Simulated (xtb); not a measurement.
Cl$_{3}$In, singlet, at a GFN2-xTB geometry (such geometries of metal compounds can be far from the true shape), atoms displaced at random by about 0.1 Å a coordinate. Base run: GFN2-xTB (xtb).

xtb was given this input:
```
$ xtb mol.xyz --gfn 2 --opt --json

# file mol.xyz
4

In     0.08748754     0.02130056     0.00620827
Cl     2.37376791    -0.14958660    -0.44266849
Cl    -1.02343114    -0.89521651     1.83394306
Cl    -1.45188626     1.08304906    -1.50711186
```

The base run was repeated with changes; each row names its change, and settings that it needs were set with it.

```tsv
change	ΔE vs base (kcal/mol)	optimiser steps
base	0.000	6
alpb = ch2cl2	-5.86	8
alpb = toluene	-5.07	8
opt level = crude	0.019	4
opt level = extreme	-0.001	11
opt level = tight	0.000	6
engine = inertial	0.001	-
opt level = vtight	-0.001	8
opt level = sloppy	0.000	5
opt level = lax	0.000	6
```
